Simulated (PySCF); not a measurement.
Peak assignment

Bonds (- single, = double, # triple, : aromatic): F1-B2 1.319 Å, B2-F3 1.319 Å, B2-C4 1.547 Å, C4-C5 1.465 Å, C5=N6 1.240 Å, N6-C4 1.561 Å. C4 carries H7; C5 carries H8. Stereochemistry as in FB(F)[C@H]1C=N1.

PySCF calculation with structure optimised with PBE0-D3(BJ)/def2-SVP, shielding tensors at PBE0/pcSseg-1 (GIAO) and couplings computed with B3LYP/pcJ-1; no solvent, relativity neglected, equivalent nuclei averaged, single conformer.

References, each an isolated molecule treated in the same way: 13C (σ = 184.41 ppm) and 1H (σ = 31.27 ppm) against TMS.

(1) Assign these signals to the numbered atoms. 13C{1H} NMR (computed): δ 163.1, 11.3 (t, J = 49.7 Hz).

(2) Assign these signals to the numbered atoms. 1H NMR (400 MHz, computed): δ 9.54 (d, J = 1.8 Hz, 1H), 0.78 (td, J = 5.4, 1.8 Hz, 1H).

Answers

(1) 
163.1 → C5, C=N carbon
11.3 → C4, three-membered-ring carbon

(2) 
```tsv
δ (ppm)	atoms	environment	reason
9.54	H8	hydrogen on a C=N carbon	–
0.78	H7	hydrogen on a three-membered-ring carbon	cyclopropane-type protons are shielded by the ring
```

A carbon bonded to boron is broadened by the quadrupolar boron nucleus and is often missing from a measured spectrum. Multiplet labels drop couplings under 1 Hz and merge nearly equal ones. Unscaled 3J(H,H) at this level run about 10 % above measured values. Shifts are as computed. Against solution values, carbons near 30 ppm lie about +2 ppm off and those near 130 ppm about +5 ppm. Of 1211 compounds with measured shifts, 218 miss one by over three times the rms of a fit or turn the order of signals round; such compounds aren't used in these exercises. Vicinal couplings across rotatable single bonds and in flexible rings belong to the one computed conformer; a conformer average would change them.
